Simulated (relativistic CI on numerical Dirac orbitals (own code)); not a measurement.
**Zeeman pattern of Cd 4799.91 Å at 0.5 T**

Problem. The line 5s5p ³P°1 – 5s6s ³S1 of Cd lies at 4799.91 Å (air; NIST Handbook). Calculate its Zeeman pattern at B = 0.5 T, seen across the field, in LS coupling, and compare it with the Doppler width at an assumed gas temperature of 3000 K.

Working.
1. Landé factors g = 3/2 + [S(S + 1) − L(L + 1)]/[2J(J + 1)]: lower 1.5000, upper 2.0000.
2. The unit is μB B/hc = 0.46686 × 0.5 = 0.2334 cm⁻¹, or 53.8 mÅ at this wavelength. A component is shifted by g_u m_u − g_l m_l units. Seen across the field, the strengths for lower J and m are m² (π) and ¼(J − m)(J + m + 1) (σ).
3. π components (Δm = 0), symmetric about zero, as shift (strength, strongest of all = 100): ±0.500 (100).
4. σ components with Δm = +1, mirrored for −1: 1.500 (50), 2.000 (50).
5. The centre of the σ group lies at ḡ = 1.750 units, 94.1 mÅ from the line centre.
6. The Doppler width is 7.16 × 10⁻⁷ λ √(T/M) = 17.6 mÅ (FWHM, M = 114), so the sum of Gaussians shows separate peaks away from the centre.

Check. A relativistic CI calculation gives g = 1.5005 and 2.0022 for the two levels. The nearest fine-structure partner lies 542 cm⁻¹ away, 2322 Zeeman units, so the weak-field formulas hold; hyperfine structure, which matters at weak fields for isotopes with nuclear spin, is neglected.
